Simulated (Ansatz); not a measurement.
Consider the cleavage of the Ge–Ge bond: `F[CH2][GeH2][GeH3]` + HCl → `F[CH2][GeH2][Cl]` + GeH₄.

Computed with Ansatz on PBE0-D4/def2-TZVP structures; ΔE is electronic, products minus reactants. CBS: MP2 limit from def2 TZ/QZ plus the TZ coupled-cluster correction, frozen cores. This one scheme is used for every species. Functionals use def2-TZVPP. B3LYP here is the variant with VWN-RPA as its local correlation; programs differ in this. For Ge outer-core shells are correlated without core-valence functions, which leaves a few kJ/mol of doubt a bond. Scalar relativity is left out up to krypton. One conformer a species, not always the lowest.

```
             level  ΔE (kJ/mol)  difference from CCSD(T)/CBS
            PBE-D4        -35.2                          3.2
         r2SCAN-D4        -42.8                         -4.4
          B3LYP-D4        -42.4                         -4.0
            B2PLYP        -45.1                         -6.7
               PBE        -37.2                          1.2
   CCSD/def2-TZVPP        -40.2                         -1.8
     HF/def2-QZVPP        -65.8                        -27.4
SCS-MP2/def2-QZVPP        -46.6                         -8.2
      HF/CBS(def2)        -66.0                        -27.6
     MP2/CBS(def2)        -41.0                         -2.6
       CCSD(T)/CBS        -38.4                            0
```

Largest T1 diagnostic among the species: 0.012.

In def2-TZVPP, CCSD(T) changes the Hartree–Fock value by +25.9 kJ/mol (the triples alone add +1.5 kJ/mol) and MP2 by +23.4 kJ/mol. From PBE to PBE0 (25 % exact exchange), in def2-TZVPP and without D4, ΔE moves by −3.4 kJ/mol.
